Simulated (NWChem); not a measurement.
CH7AlP2; SMILES [CH3][Al]([PH2])[PH2]

```xyz
11

Al     0.3987     0.0447    -0.0160
C      2.3523    -0.0919    -0.0080
H      2.7450     0.0207    -1.0340
H      2.7051    -1.0649     0.3695
H      2.8159     0.7027     0.5992
P     -0.9324    -1.8747     0.1072
H     -0.1757    -2.5871    -0.8745
H     -1.9210    -1.4113    -0.8136
P     -0.6376     2.1310     0.1987
H     -1.6680     1.8650    -0.7540
H      0.2304     2.7743    -0.7376
```
Atoms are numbered in this order, from 1.

Level: PBE0/def2-SVP (NWChem), optimised geometry, unscaled harmonic frequencies. 

Task: List the harmonic frequencies with IR intensities, and the thermochemistry.

Result: 
| frequency (cm⁻¹) | IR intensity (km/mol) |
|---|---|
| 24 | 0.0 |
| 96 | 8.7 |
| 106 | 4.6 |
| 138 | 2.0 |
| 140 | 1.8 |
| 150 | 11.2 |
| 331 | 4.6 |
| 454 | 0.2 |
| 458 | 54.5 |
| 506 | 4.7 |
| 553 | 1.3 |
| 607 | 21.4 |
| 641 | 19.8 |
| 684 | 46.9 |
| 711 | 110.6 |
| 1078 | 17.3 |
| 1089 | 21.3 |
| 1206 | 23.1 |
| 1416 | 0.9 |
| 1421 | 5.3 |
| 2399 | 18.7 |
| 2400 | 38.6 |
| 2418 | 16.2 |
| 2421 | 67.6 |
| 3043 | 1.8 |
| 3138 | 2.4 |
| 3158 | 1.9 |

```yaml
zero_point_energy: 44.0 kcal/mol
thermal correction to the enthalpy at 298.15 K (with zero-point energy): 50.3 kcal/mol
heat capacity Cv: 28.9 cal/(mol K)
entropy at 298.15 K and 1 atm (symmetry number 1): 95.2 cal/(mol K)
dipole_moment: 2.00 D
```

Rigid rotor and harmonic oscillator; modes under 100 cm⁻¹ make the entropy uncertain.
